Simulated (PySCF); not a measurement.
BLYP on Ru (ruthenium, neutral)

Configuration: [Kr] 4d8, high-spin 3F determinant (an excited configuration). All numbers are calculated (PySCF 2.14, scalar relativity through the core potential, in def2-QZVPPD with the def2 core potential (28 electrons) (7s5p4d4f2g, 88 functions)).

| Quantity | Value |
| --- | --- |
| Total energy | -94.7413 hartree |
| One-electron energy | -165.9877 hartree |
| Hartree (Coulomb) energy | 81.4344 hartree |
| Exchange-correlation energy | -10.1880 hartree |
| ⟨S²⟩ | 2.0032 |
| ⟨L²⟩ | 12.023 |
| Sum of ⟨r⟩ | 23.68 bohr |
| Sum of ⟨r²⟩ | 45.40 bohr² |

| shell | electrons | mean orbital energy (eV) | spread (eV) | rms radius, mean of both spins (bohr) |
| --- | --- | --- | --- | --- |
| 4s α | 1 | -75.764 | 0 | 1.09 |
| 4s β | 1 | -74.435 | 0 | 1.09 |
| 4p α | 3 | -45.438 | 0 | 1.22 |
| 4p β | 3 | -44.065 | 0 | 1.22 |
| 4d α | 5 | -3.487 | 0.650 | 2.07 |
| 4d β | 3 | -2.638 | 0 | 2.07 |

Energies and moments cover only the electrons outside the core potential.
